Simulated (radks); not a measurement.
All-electron atom: Yb26+ in [Kr] 4d8 (the NIST ground configuration). Calculated with a radial shooting solver on a logarithmic mesh with Libxc functionals: Dirac Kohn-Sham, PBE, spin-unpolarised, spherical densities, finite nucleus; open shells fill j = l - 1/2 first; Fermi nuclear charge, rms radius 5.3108 fm.

Unscreened Slater integrals over Kohn-Sham orbitals (eV). Large and small components are both included.

\begin{tabular}{lr}
integral & value \\ \hline
F0(4d5/2,4d5/2) & 50.053 \\
F2(4d5/2,4d5/2) & 25.619 \\
F4(4d5/2,4d5/2) & 17.399 \\
F0(4d5/2,4d3/2) & 50.406 \\
F2(4d5/2,4d3/2) & 25.768 \\
G2(4d5/2,4d3/2) & 25.679 \\
G4(4d5/2,4d3/2) & 17.442 \\
F0(4d5/2,4p3/2) & 50.244 \\
F2(4d5/2,4p3/2) & 25.882 \\
G1(4d5/2,4p3/2) & 32.309 \\
G3(4d5/2,4p3/2) & 20.635 \\
F0(4d5/2,4p1/2) & 51.469 \\
G3(4d5/2,4p1/2) & 21.142 \\
F0(4d3/2,4d3/2) & 50.771 \\
F2(4d3/2,4d3/2) & 25.936 \\
F0(4d3/2,4p3/2) & 50.596 \\
F2(4d3/2,4p3/2) & 26.019 \\
G1(4d3/2,4p3/2) & 32.261 \\
G3(4d3/2,4p3/2) & 20.643 \\
F0(4d3/2,4p1/2) & 51.858 \\
G1(4d3/2,4p1/2) & 33.675 \\
F0(4p3/2,4p3/2) & 50.548 \\
F2(4p3/2,4p3/2) & 26.457 \\
F0(4p3/2,4p1/2) & 51.771 \\
G2(4p3/2,4p1/2) & 26.661 \\
F0(4p1/2,4p1/2) & 53.135 \\
\end{tabular}
